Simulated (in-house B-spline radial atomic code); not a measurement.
Radial electron density of the tantalum ion Ta⁺, [Xe] 4f14 5d3 6s1. Computed with an all-electron radial atomic-structure program (B-spline basis): scalar-relativistic (X2C) BHandHLYP, spin-polarised, spherical fractional occupations, Fermi nucleus of rms radius 5.3507 fm.

Caution: exact exchange at fractional occupations of open shells leaves self-interaction of up to several eV.

One-electron X2C: radii and densities carry no picture-change correction, so inner-shell <1/r> comes out high (for 1s by about 2 % at Z = 33, 5 % at 54, 10 % at 75, 30 % at 118) and <r> low.

Columns: r (bohr), 4πr²n(r) (electrons per bohr), bar.

```
 0.00043    3.651 #
0.000538    5.001 ##
0.000674    6.835 ##
0.000844    9.289 ###
 0.00106     12.6 ####
 0.00132    16.78 ######
 0.00166    22.44 #######
 0.00207    29.35 ##########
  0.0026    38.17 #############
 0.00325     48.5 ################
 0.00407    60.38 ####################
  0.0051     73.1 ########################
 0.00639    85.44 ############################
   0.008    95.61 ################################
    0.01    101.7 ##################################
  0.0125    102.3 ##################################
  0.0157    97.48 ################################
  0.0197    90.52 ##############################
  0.0246    87.46 #############################
  0.0308    94.02 ###############################
  0.0386    110.8 #####################################
  0.0484    128.7 ###########################################
  0.0606    133.2 ############################################
  0.0758    119.6 ########################################
   0.095    103.6 ##################################
   0.119    106.2 ###################################
   0.149    120.4 ########################################
   0.186    114.3 ######################################
   0.233    82.24 ###########################
   0.292    61.26 ####################
   0.366    68.46 #######################
   0.458    72.44 ########################
   0.574    54.32 ##################
   0.719       32 ###########
     0.9    19.99 #######
    1.13    14.15 #####
    1.41    9.141 ###
    1.77    4.844 ##
    2.21    2.468 #
    2.77    1.325 
    3.47   0.6638 
    4.35   0.2477 
    5.44   0.0604 
    6.82 0.008282 
    8.54 0.0005746 
    10.7 1.684e-05
```

On this grid the curve has 4 maxima, near 0.0125, 0.0606, 0.149, 0.458 bohr.

The 6s up radial function P(r) = rR(r), positive near the nucleus:

```json
{"r (bohr)": "0.000274", "P": "0.01099"}
{"r (bohr)": "0.00043", "P": "0.01516"}
{"r (bohr)": "0.000674", "P": "0.02071"}
{"r (bohr)": "0.00106", "P": "0.02804"}
{"r (bohr)": "0.00166", "P": "0.03721"}
{"r (bohr)": "0.0026", "P": "0.04804"}
{"r (bohr)": "0.00407", "P": "0.05913"}
{"r (bohr)": "0.00639", "P": "0.06691"}
{"r (bohr)": "0.01", "P": "0.06402"}
{"r (bohr)": "0.0157", "P": "0.03958"}
{"r (bohr)": "0.0246", "P": "-0.01359"}
{"r (bohr)": "0.0386", "P": "-0.07839"}
{"r (bohr)": "0.0606", "P": "-0.08806"}
{"r (bohr)": "0.095", "P": "0.02319"}
{"r (bohr)": "0.149", "P": "0.1374"}
{"r (bohr)": "0.233", "P": "-0.008463"}
{"r (bohr)": "0.366", "P": "-0.1996"}
{"r (bohr)": "0.574", "P": "0.07422"}
{"r (bohr)": "0.9", "P": "0.3232"}
{"r (bohr)": "1.41", "P": "-0.07611"}
{"r (bohr)": "2.21", "P": "-0.601"}
{"r (bohr)": "3.47", "P": "-0.5617"}
{"r (bohr)": "5.44", "P": "-0.1916"}
{"r (bohr)": "8.54", "P": "-0.0189"}
```
